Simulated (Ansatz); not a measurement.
`[NH2][Cd][OH]` + HBr → `[NH2][Cd][Br]` + H₂O at 500 K and 1 bar (ligand exchange at a Cd–O bond).

Program: Ansatz. Geometries: PBE0-D4/def2-TZVP. ΔE: electronic, gas phase. CCSD(T)/CBS adds triple-zeta CCSD(T) − MP2 to the extrapolated MP2 energy (def2 sets, frozen cores). This one scheme is used for every species. def2 core potentials past Kr. For Br, Cd outer-core shells are correlated without core-valence functions, which leaves a few kJ/mol of doubt a bond. Scalar relativity is left out up to krypton. Each species was taken in one conformer, which may not be the lowest.

| species | CCSD(T)/CBS energy (Eh) | H − E (kJ/mol) | S (J/(mol·K)) |
| --- | --- | --- | --- |
| `[NH2][Cd][OH]` | -299.39515 | 131.9 | 348.6 |
| HBr | -2573.91920 | 30.5 | 213.7 |
| `[NH2][Cd][Br]` | -2796.98951 | 97.7 | 354.4 |
| H₂O | -76.37941 | 73.2 | 206.3 |

H − E and S are ideal-gas, rigid-rotor, harmonic terms from PBE0-D4/def2-TZVP, for one conformer and one mirror image of each species. 1 Eh = 2625.50 kJ/mol, R = 8.31446 J/(mol·K).

Task: By hand: ΔE, ΔH, ΔS and ΔG.

Result: ΔE = (-2796.98951) + (-76.37941) − (-299.39515) − (-2573.91920) = -0.05457 Eh = -143.3 kJ/mol. Δ(H − E) = 97.7 + 73.2 − 131.9 − 30.5 = 8.5, so ΔH = -134.8 kJ/mol. ΔS = 354.4 + 206.3 − 348.6 − 213.7 = -1.6 J/(mol·K). ΔG = -134.8 − 500 × (-1.6)/1000 = -134.0 kJ/mol.

Task: By hand: the equilibrium constant, and the temperature at which ΔG would vanish if ΔH and ΔS stayed fixed.

Result: log₁₀ K = −ΔG/(RT ln 10) = 14.0. ΔG = 0 at ΔH/ΔS = 84250 K, far beyond where these terms or the molecules hold.

The number of gas molecules stays the same, so ΔS is small and ΔH decides. A doubt of 5 kJ/mol in ΔE shifts log₁₀ K by 0.5 here. Other conformers and mirror images would add mixing entropy, several J/(mol·K) or more a flexible species. These are equilibria of isolated gas molecules and say nothing of rates. Largest T1 diagnostic: 0.016 (customary marks: 0.02 for closed shells, 0.045 for open ones).
